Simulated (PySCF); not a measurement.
C3H8O2Si. Atoms are numbered in the order given.

```xyz
14

C      2.9083    -0.3130    -0.1987
O      1.5340    -0.4061     0.0759
C      0.9312     0.8240     0.4225
Si    -0.9026     0.4307     0.7242
C     -1.5689    -0.5228    -0.8241
O     -2.7502    -0.6077    -1.0724
H      3.1112     0.3683    -1.0495
H      3.4767     0.0564     0.6783
H      3.2698    -1.3189    -0.4567
H      1.0380     1.5713    -0.3938
H      1.4071     1.2759     1.3189
H     -1.0529    -0.4575     1.9113
H     -1.6982     1.6752     0.9199
H     -0.8091    -1.0192    -1.4930
```

The structure is a stationary point at B3LYP-D3(BJ)/def2-SVP. This is a generated structure with no PubChem entry under its InChIKey; it may be hypothetical. One conformer was computed; it need not be the lowest.

Method: CAM-B3LYP/def2-TZVP in PySCF.

Computed frontier levels, gap, dipole moment and polarisability:
| Property | Result |
|---|---|
| highest occupied level | -8.27 eV |
| lowest empty level | -0.29 eV |
| orbital gap | 7.98 eV |
| dipole moment | 3.92 D |
| quadrupole, principal values (traceless, Buckingham form, about the centre of nuclear charge) | -8.76, 3.27, 5.49 D·Å |
| mean static polarisability | 70.3 bohr³ (10.42 Å³) |
| polarisability, principal values | 57.6, 69.9, 83.5 bohr³ |
